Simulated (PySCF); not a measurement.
# Scandium: a sound run and one with changed settings

Sound run: Sc²⁺ [Ar] 3d1, Sc³⁺ [Ar]. Computed with PySCF 2.14 in cc-pVDZ-DK (6s5p3d1f, 43 functions), with the spin-free X2C one-electron Hamiltonian (Gaussian nucleus). The sound run starts from symmetry-adapted Hartree-Fock orbitals and uses a fine grid where one is needed.

Changed run: initial guess sap, at most 5 SCF cycles. This setting is unsound on purpose.

```json
{"species": "Sc²⁺", "method": "UHF", "sound run (hartree)": "-762.63545", "changed run (hartree)": "-762.63545", "converged": "no"}
{"species": "Sc²⁺", "method": "LDA", "sound run (hartree)": "-761.46393", "changed run (hartree)": "-761.46393", "converged": "no"}
{"species": "Sc²⁺", "method": "PBE", "sound run (hartree)": "-763.23870", "changed run (hartree)": "-763.23870", "converged": "no"}
{"species": "Sc³⁺", "method": "UHF", "sound run (hartree)": "-761.74456", "changed run (hartree)": "-761.74456", "converged": "yes"}
{"species": "Sc³⁺", "method": "LDA", "sound run (hartree)": "-760.51411", "changed run (hartree)": "-760.51411", "converged": "yes"}
{"species": "Sc³⁺", "method": "PBE", "sound run (hartree)": "-762.28996", "changed run (hartree)": "-762.28996", "converged": "yes"}
```

The SCF was stopped early; the energies are upper bounds that still move, and correlated levels were skipped or rest on poor orbitals.
